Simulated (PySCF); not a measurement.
# Interval between two levels of O by level of theory

O [He] 2s2 2p4 [3P2, M_J = 2] → O [He] 2s1 2p5 [3P2, M_J = 2], as a difference of total energies. Computed with PySCF 2.14 in x2c-TZVPall-2c (5s3p2d1f, 31 functions), with the two-component X2C-1e Hamiltonian. Correlated levels: 1s2 frozen. "Screened" scales the spin-orbit matrix elements by Boettger's factors to mimic the two-electron term; Breit and QED terms are absent.

| method | interval between two levels (cm⁻¹) |
| --- | --- |
| GHF (spin-free) | 136060 |
| GMP2 (spin-free) | 129870 |
| GHF (screened spin-orbit) | 136070 |
| GMP2 (screened spin-orbit) | 129870 |

The labels give the starting determinants; with spin-orbit coupling the two ends relaxed to ⟨J²⟩ = 6.01, ⟨L²⟩ = 2.00, ⟨S²⟩ = 2.01 and ⟨J²⟩ = 6.04, ⟨L²⟩ = 2.00, ⟨S²⟩ = 2.04.
